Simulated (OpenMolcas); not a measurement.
Zr3+ (d1) among equal point charges was computed by CASSCF with the d shell active (OpenMolcas, ANO-RCC-VDZP on the metal). Its lowest spin-free states, and all those of the highest spin:

```json
{"2S+1": "2", "Degeneracy": "1", "E (cm-1)": "0.0"}
{"2S+1": "2", "Degeneracy": "2", "E (cm-1)": "1160"}
{"2S+1": "2", "Degeneracy": "2", "E (cm-1)": "14099"}
```

Is the site octahedral, tetrahedral or cube-like, axial, or of lower symmetry?

The states with 2S+1 = 2 have orbital degeneracies 1, 2, 2. There are pairs but no triples, so the site is axial: not cubic, but with a proper or improper axis of order three or more. The run had Zr3+ among 6 point charges of -1.7 e arranged as a trigonal antiprism (D3d), 2.25 Å from the ion, with a polar angle of 55.8° against the regular 54.74°.

This is an electrostatic model: the charges have no orbitals. No measured value stands beside these numbers.
